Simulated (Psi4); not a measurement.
F (SMILES [F-]), charge -1, singlet (a gas-phase anion, which may not be bound at this level). Base run: MP2/cc-pVDZ (Psi4).

Input for Psi4:
```
memory 2 GB

molecule {
-1 1
  F     0.00000000    0.00000000    0.00000000
}

set basis cc-pvdz
set freeze_core true

energy('mp2')
print_variables()
```

Variants of this job, named by their change:

| change | basis functions | E (Eh) | MP2 correlation (Eh) |
|---|---|---|---|
| base | 14 | -99.55462 | -0.18860 |
| basis = 3-21G | 9 | -98.87835 | -0.10623 |
| basis = 6-31G | 9 | ___ | ___ |
| basis = pcseg-1 | 14 | -99.55224 | -0.19352 |
| basis = def2-SVP | 14 | -99.46933 | -0.18890 |
| basis = 6-31G** | 15 | -99.52714 | -0.17668 |
| basis = aug-cc-pVDZ | 23 | -99.66594 | -0.23765 |
| basis = def2-SVPD | 23 | ___ | ___ |
| basis = pcseg-2 | 30 | ___ | ___ |
| basis = cc-pVTZ | 30 | -99.69332 | -0.26903 |
| basis = def2-TZVPP | 31 | -99.71582 | -0.27264 |
| basis = def2-TZVP | 31 | -99.71582 | -0.27264 |
| basis = cc-pVQZ | ___ | ___ | ___ |

Question: Fill in the missing entries.

Answer: 
- basis = 6-31G, E (Eh): -99.47166
- basis = 6-31G, MP2 correlation (Eh): -0.12150
- basis = def2-SVPD, E (Eh): -99.56785
- basis = def2-SVPD, MP2 correlation (Eh): -0.22765
- basis = pcseg-2, E (Eh): -99.71538
- basis = pcseg-2, MP2 correlation (Eh): -0.27067
- basis = cc-pVQZ, basis functions: 55
- basis = cc-pVQZ, E (Eh): -99.74666
- basis = cc-pVQZ, MP2 correlation (Eh): -0.30203

Totals compare only among sets that treat the same electrons; sets with core potentials leave the core out.

A gas-phase anion may not be bound at this level; its values then depend on the basis.
